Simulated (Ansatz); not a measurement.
H2FGaS2 (SMILES [F][Ga]([SH])[SH]), singlet, geometry from GFN2-xTB (such geometries of metal compounds can be far from the true shape); R2SCAN/def2-TZVP (Ansatz, a program for electronic structure).

Ansatz was given this input:
Ansatz 0.2 input:
```yaml
crystal:
  periodic: [false, false, false]
  atoms:
    - {symbol: Ga, position_ang: [0.06822342, -0.20562114, 0.04036907]}
    - {symbol: F, position_ang: [0.77196723, -1.71692681, 0.63664616]}
    - {symbol: S, position_ang: [0.60855395, 1.52662489, 1.35144876]}
    - {symbol: H, position_ang: [1.30607532, 0.72351317, 2.14741420]}
    - {symbol: S, position_ang: [-1.17011166, -0.27279812, -1.81313225]}
    - {symbol: H, position_ang: [-1.38378321, 1.04185505, -1.74173494]}
basis:
  gaussian:
    orbitals: def2-TZVP
hamiltonian:
  xc: r2scan
```

The log (banner, timings and long lists left out):

```
Functional definition: r2SCAN
1134 factors; their error is unknown
mean field evaluation 1: about -76796.5414 eV, gradient 5.2e1 eV
mean field evaluation 2: about -76776.3358 eV, gradient 1.3e2 eV
mean field evaluation 4: about -76800.6743 eV, gradient 7.4e0 eV
mean field evaluation 8: about -76800.7488 eV, gradient 1.6e-1 eV
mean field evaluation 16: about -76800.7285 eV, gradient 2.4e-4 eV
mean field -76800.72847706 eV, -2822.3747141283 hartree, gradient 3.6e-5 eV, S^2 0.000000; 0 other end points of the search recorded, 0 dependent functions left out
reference -76800.72848736 eV, -2822.3747145069 hartree; 37, 37 occupied and 128, 128 virtual orbitals, 1134 factors
Total energy: -76800.72848736 eV, -2822.3747145069 hartree
```
